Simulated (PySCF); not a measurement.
PySCF input file for CH6FNOSi2, SMILES [SiH2]1N[Si@@H](OC1)F, HF/pcSseg-1. Geometry: PBE-D3(BJ)/def2-SVP. The structure was generated by enumeration; whether it is a known compound was not checked. The values are those of a single conformer.

```python
import numpy as np
from pyscf import gto, scf, dft
from pyscf.prop.nmr import rhf as nmr

mol = gto.M(
    atom='''
    F    -2.18312236   -0.51346850    0.71594607
    Si   -1.10899758   -0.02588568   -0.41970371
    N    -0.09943147    1.25514136    0.16487422
    Si    1.57672087    0.76508236    0.37462561
    C     1.32406369   -1.07495226   -0.16195340
    O     0.01546065   -1.22098400   -0.73499944
    H    -1.93217689    0.25596421   -1.62665521
    H    -0.45439190    2.17650565    0.42752764
    H     2.07014557    0.89433119    1.79259562
    H     2.53200247    1.52701261   -0.50916840
    H     2.07780583   -1.39534140   -0.91272703
    H     1.43454310   -1.75441347    0.71360223
    ''',
    basis='pcSseg-1',
    charge=0,
    spin=0,
    max_memory=1600,
    verbose=3,
)
mf = scf.RHF(mol)
mf.conv_tol = 1e-10
mf.max_cycle = 100
mf.kernel()
n = nmr.NMR(mf)
n.verbose = 2
n.max_cycle_cphf = 60
sigma = n.kernel()
print('atom   isotropic/ppm   span/ppm')
for i, s in enumerate(sigma):
    w = np.linalg.eigvalsh((s + s.T) / 2)
    print(f'{mol.atom_symbol(i):2s}{i + 1:3d} {w.mean():14.3f} {w[2] - w[0]:11.3f}')
```

Log of the run:

```
converged SCF energy = -848.062228958182
atom   isotropic/ppm   span/ppm
F   1        340.028     119.491
Si  2        432.770      51.645
N   3        249.720      61.019
Si  4        422.855      64.357
C   5        143.304      83.030
O   6        332.684     109.975
H   7         27.334      10.504
H   8         30.561      21.041
H   9         27.070       8.848
H  10         27.082       9.216
H  11         27.798      10.997
H  12         27.786      11.243
```

The calculation finished and met its thresholds.

Cost: very roughly 50 core-seconds.
